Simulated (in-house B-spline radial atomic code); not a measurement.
Results of a calculation; reference values are marked as such.
# Making a Troullier-Martins p channel for Al, r_c = 0.48 bohr

Al, [Ne] 3s2 3p1, non-relativistic PBE, spherical and spin-unpolarised, from an all-electron radial atomic-structure program (B-spline basis) (atomic units). The all-electron 2p level is ε = -2.560804 hartree and its outer maximum at 0.43 bohr.

Inside r_c the pseudo-orbital is u(r) = r^2 exp(p(r)), with p = c0 + c2 r² + c4 r⁴ + … + c12 r¹². The seven coefficients follow from p and its first four derivatives at r_c, from zero curvature of the screened potential at the origin, c4 = −c2²/(2l + 5), and from the norm inside r_c. At r_c the all-electron orbital has P = 1.221844, P' = -0.455583, the screened potential V = -10.02461, V' = 36.8728, V'' = -196.0654, and the norm inside is Q = 0.4069875.

Q: What are p, p' and p'' at r_c?

A: p = ln(P/r_c^2) = ln(1.221844/0.2304) = 1.66830. p' = P'/P − 2/r_c = -0.37287 − 4.16667 = -4.53953. The radial equation gives p'' = 2(V − ε) − 2(2) p'/r_c − p'² = -14.92761 − (-37.82943) − 20.60735 = 2.29447. Differentiating, p''' = 2V' + 2(2)p'/r_c² − 2(2)p''/r_c − 2p'p'' = -3.3547, and p'''' = 2V'' − 4(2)p'/r_c³ + 4(2)p''/r_c² − 2(2)p'''/r_c − 2p''² − 2p'p''' = 2.8878.

For a trial c2 the five matching conditions are linear in c0, c6, c8, c10 and c12, and c2 is varied until the norm inside r_c equals Q. The root nearest zero gives:

```csv
n,c_n
0,3.492992
2,-11.16088
4,-17.79504
6,443.5597
8,-2298.502
10,5323.43
12,-4765.209
```

Q: Check c4 and p(r_c), and find the screened pseudopotential at the origin.

A: −c2²/7 = -17.795, as listed. The terms c_n r_c^n are 3.49299, -2.57147, -0.94463, 5.42500, -6.47701, 3.45624, -0.71281, which sum to 1.66830. Inverting the radial equation, V_l(r) = ε + 2 p'/r + (p'' + p'²)/2, so V_l(0) = ε + (2l + 3) c2 = -2.560804 + 5 × (-11.1609) = -58.3652 hartree, finite where the all-electron potential diverges.

Orbitals and screened potentials:

```json
{"r (bohr)": "0.048", "P": "0.1164", "u": "0.07384", "V all-electron": "-238.2", "V pseudo": "-58.3"}
{"r (bohr)": "0.12", "P": "0.4731", "u": "0.4022", "V all-electron": "-79.51", "V pseudo": "-56.0"}
{"r (bohr)": "0.192", "P": "0.8094", "u": "0.7987", "V all-electron": "-42.19", "V pseudo": "-46.68"}
{"r (bohr)": "0.264", "P": "1.046", "u": "1.072", "V all-electron": "-26.49", "V pseudo": "-31.19"}
{"r (bohr)": "0.336", "P": "1.181", "u": "1.194", "V all-electron": "-18.29", "V pseudo": "-17.82"}
{"r (bohr)": "0.408", "P": "1.232", "u": "1.233", "V all-electron": "-13.28", "V pseudo": "-12.26"}
{"r (bohr)": "0.48", "P": "1.222", "u": "1.222", "V all-electron": "-10.02", "V pseudo": "-10.02"}
```

Logarithmic derivatives P'/P at R = 0.78 bohr, for energies E around ε:

```tsv
E − ε (hartree)	all-electron	pseudo
-0.5	-0.612787	-0.61261
-0.25	-0.991377	-0.991323
-0.1	-1.24418	-1.24417
0	-1.42519	-1.42519
0.1	-1.6174	-1.61739
0.25	-1.92942	-1.92934
0.5	-2.52546	-2.52506
```

Q: With P(R) = 0.9035468 and a norm of 0.7609781 inside R, what slope in energy does norm conservation fix?

A: d(P'/P)/dE = −2 × (norm inside R)/P(R)² = -1.8642 per hartree·bohr at E = ε, for both atoms, since orbital and norm agree at R. Differences over ±0.1 hartree give -1.8661 (all-electron) and -1.8661 (pseudo), which also hold third-order terms. Half a hartree below ε the two curves differ by +0.0002.
